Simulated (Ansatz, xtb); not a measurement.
This singlet is an excited state, 0.15 eV above the relaxed triplet at the level frozen-core CCSD(T)/cc-pVTZ // PBE0-D3(BJ)/def2-TZVP (Ansatz, an electronic-structure program).

A geometry relaxed with xtb 6.7.1 with GFN2-xTB, charge 0, multiplicity 1:

```xyz
6

H     -0.9251     1.4160     0.2288
H     -0.8268    -0.7571     1.2603
H     -1.1693    -0.5638    -1.1135
F      2.1966    -0.3477     0.1322
Si    -0.5194     0.0195     0.0608
C      1.2439     0.2332    -0.5685
```

Task: Write the SMILES of this molecule.

Result: `F[C][SiH3]`
